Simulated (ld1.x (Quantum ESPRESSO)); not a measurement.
## u(r) = r·R(r): atom against pseudo-atom (boron)

Columns: radius, all-electron u(r) and pseudo u(r) of the 2s shell (level -14.17 eV) of boron in the configuration [He] 2s2 2p0.5; PW91, non-relativistic, PAW scheme, ld1.x (Quantum ESPRESSO) 7.5.

| r (bohr) | all-electron | pseudo |
| --- | --- | --- |
| 0.202 | 0.3127 | -0.1039 |
| 0.405 | 0.0827 | -0.2228 |
| 0.607 | -0.2158 | -0.3593 |
| 0.810 | -0.4596 | -0.5036 |
| 1.012 | -0.6254 | -0.6314 |
| 1.215 | -0.7200 | -0.7201 |
| 1.418 | -0.7565 | -0.7565 |
| 1.620 | -0.7507 | -0.7507 |
| 1.822 | -0.7169 | -0.7169 |
| 2.025 | -0.6657 | -0.6657 |
| 2.228 | -0.6054 | -0.6054 |
| 2.430 | -0.5421 | -0.5421 |
| 2.632 | -0.4793 | -0.4793 |
| 2.835 | -0.4193 | -0.4193 |
| 3.037 | -0.3642 | -0.3642 |
| 3.240 | -0.3142 | -0.3142 |
| 3.442 | -0.2700 | -0.2700 |
| 3.645 | -0.2309 | -0.2309 |
| 3.847 | -0.1972 | -0.1972 |
| 4.050 | -0.1679 | -0.1679 |
| 4.252 | -0.1428 | -0.1428 |
| 4.455 | -0.1212 | -0.1212 |
| 4.658 | -0.1026 | -0.1026 |
| 4.860 | -0.0867 | -0.0867 |
| 5.062 | -0.0731 | -0.0731 |
| 5.265 | -0.0613 | -0.0613 |

Problem. How many radial nodes do the two functions have?

Solution. The all-electron 2s function has n − l − 1 = 1; the pseudo-wave has 0, since the states of the same l below it are removed with the core.

Problem. At about which radius was the pseudo-wave matched?

Solution. 1.25 bohr, where the columns begin to agree (steps of 0.20 bohr).

Problem. Where does each function peak?

Solution. Outermost all-electron maximum near 1.42 bohr, pseudo maximum near 1.42 bohr (to the table’s step).

Problem. Is the pseudo-wave norm-conserving?

Solution. No, it belongs to a PAW set: the norm inside the radius is not constrained, and the difference is carried by the augmentation charge.
